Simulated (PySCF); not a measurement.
Computed properties of CBr3, SMILES Br[C+](Br)Br, charge +1

CBr3, SMILES [C+](Br)(Br)Br, charge +1. The structure is a stationary point at B3LYP-D3(BJ)/def2-SVP. One conformer was computed; it need not be the lowest. All values are computed for the isolated molecule unless a solvent is named; none is compared with measurement here.

**Structure.** The optimised structure has D3h symmetry. All 6 harmonic modes at B3LYP-D3(BJ)/def2-SVP (PySCF) are real, so it is a minimum. With heavy atoms numbered as in [C+:1]([Br:2])([Br:3])[Br:4], the shortest bond between them is C1–Br4 at 1.822 Å and the longest C1–Br2 at 1.822 Å.

**Vibrations.** The strongest infrared lines (harmonic, unscaled, degenerate partners summed) lie at 881 cm⁻¹ (446 km/mol, C 93 %), 434 cm⁻¹ (2 km/mol, C 95 %). The softest mode is at 182 cm⁻¹ and the zero-point energy is 4.1 kcal/mol.

**Electronic structure.** B3LYP/def2-TZVP (PySCF) places the frontier levels at -13.72 and -9.75 eV, a gap of 3.97 eV and a mean polarisability of 69.3 bohr³. PBE/def2-TZVP (PySCF) at the same geometry gives -12.67 and -10.28 eV, so its gap is 1.58 eV narrower. An orbital gap is neither the optical nor the fundamental gap.

**Excitations.** TDA-B3LYP/def2-SVPD (PySCF) has S1 at 2.72 eV (456 nm, f = 0.000, dark); the most intense of the 10 singlets computed lies at 4.62 eV (f = 0.37). Strengths of degenerate partners are summed. T1 (TDA) is at 2.49 eV, 0.23 eV under S1. TDA-PBE/def2-SVPD (PySCF) puts S1 at 2.47 eV.

**NMR.** GIAO shifts at PBE0/pcSseg-1 (PySCF) (non-relativistic, atoms alike by connectivity averaged): ¹³C at 315.7 ppm against TMS. Without spin–orbit terms, shifts of atoms bonded to Cl or Br come out too high.

**Solvation.** SMD-B3LYP/6-31G* (PySCF) gives -47.7 kcal/mol in water, -47.2 kcal/mol in dichloromethane, -49.8 kcal/mol in 2-propanol (1 M in both phases, gas-phase geometry); of these solvents 2-propanol holds the molecule best.
